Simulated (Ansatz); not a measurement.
## Energy profile

The step: AlH₃O₃F₂ ([OH][OH][Al]([OH])([F])[F]) → AlH₃O₃F₂ ([OH2][Al]1([F])([F])[O][OH]1); bonds formed: Al1–O6, O2–H5; bonds broken: H5–O6; bonds weakened to dative contacts: Al1–O2 (atoms numbered as in the saddle structure below).

Al1  (-0.716, -0.316, -0.030)
O2  (0.693, -0.897, 1.006)
F3  (-0.964, -1.550, -1.104)
F4  (-2.082, 0.269, 0.672)
H5  (1.051, 0.132, 0.830)
O6  (0.585, 1.333, 0.359)
O7  (0.300, 0.924, -1.031)
H8  (1.255, -1.610, 0.692)
H9  (-0.121, 1.715, -1.395)
(Å)

Electronic energies by CCSD(T) at an estimated basis limit (MP2 extrapolated from triple and quadruple zeta, plus CCSD(T) − MP2 in triple zeta), on PBE0-D4/def2-TZVP structures; AlH3O3F2, closed shell; no counterpoise correction. Program: Ansatz 0.2.0. Basis: def2-TZVPP and def2-QZVPP. Cores are frozen in the correlated methods. Extrapolation: Hartree–Fock as exp(−7.88 √X), correlation as X^−2.97.

**Question.** Give the profile in kcal/mol, counted from the separated reactants. (An estimate is asked for; the value comes from the calculation.)

**Answer.** Computed:
```tsv
point	kcal/mol
separated: AlHOF2 (linked as [OH][Al]([F])[F]; Al1, O2, F3, F4, H8; singlet) + H2O2 (linked as [OH][OH]; H5, O6, O7, H9; singlet)	0.00
start structure	-29.07
saddle	-11.39
end structure	-28.78
separated: AlHO2F2 (linked as [F][Al]1([F])[O][OH]1; Al1, F3, F4, O6, O7, H9; singlet) + H2O (O2, H5, H8; singlet)	-4.09
```
The saddle lies below the separated reactants: the barrier is submerged.

The T1 diagnostic stays at or below 0.014.

For scale, one of the runs: CCSD(T)/def2-TZVPP, 239 basis functions, launched by `ansatz run in.yaml --threads 8 --pin off --events-out ev --progress --plain --max-ram 19148MiB`. Time: 73 s of wall clock on 8 CPU threads of an Intel Xeon Platinum 8259CL; the host was shared. Peak host memory: 5.1 GiB.
